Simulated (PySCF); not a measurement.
TPSS on Hf⁻ (hafnium, charge -1), [Xe] 4f14 5d3 6s2, high-spin 4F determinant. Calculation: PySCF 2.14, in aug-cc-pVDZ-PP with ECP60MDF; scalar relativity through the core potential.

```
cycle= 1 E= -48.4382787247484  delta_E= -0.017  |g|= 0.0144  |ddm|= 1.25
cycle= 2 E= -48.4394847913955  delta_E= -0.00121  |g|= 0.0219  |ddm|= 0.305
cycle= 3 E= -48.4400220405039  delta_E= -0.000537  |g|= 0.00398  |ddm|= 0.0851
cycle= 4 E= -48.4400764904934  delta_E= -5.44e-05  |g|= 0.00163  |ddm|= 0.0544
cycle= 5 E= -48.4400814671289  delta_E= -4.98e-06  |g|= 0.000512  |ddm|= 0.0111
cycle= 6 E= -48.4400819291213  delta_E= -4.62e-07  |g|= 4.14e-05  |ddm|= 0.00211
cycle= 7 E= -48.4400819320272  delta_E= -2.91e-09  |g|= 4.52e-07  |ddm|= 0.00015
cycle= 8 E= -48.4400819320285  delta_E= -1.23e-12  |g|= 5.4e-08  |ddm|= 9.09e-06
converged SCF energy = -48.4400819320285  <S^2> = 3.7700843  2S+1 = 4.0100296
```

Highest occupied orbital energy: 1.923 eV; ⟨L²⟩ = 12.00; populations by l: s 4.00, p 6.00, d 3.00, f 0.00.

(1) Can this result be used?

Answers

(1) With care. Self-consistency was reached. Energies and moments cover only the electrons outside the core potential. Spin-orbit coupling, absent here, splits the open shell strongly. The configuration of this anion was assumed by filling the next shell in order. It is not the known or likely ground configuration (Ca⁻, Sr⁻ and Ba⁻, for instance, bind a p electron), so these values are not the electron affinity of the element. At TPSS the highest occupied level has a positive energy, so only the finite basis holds that electron.
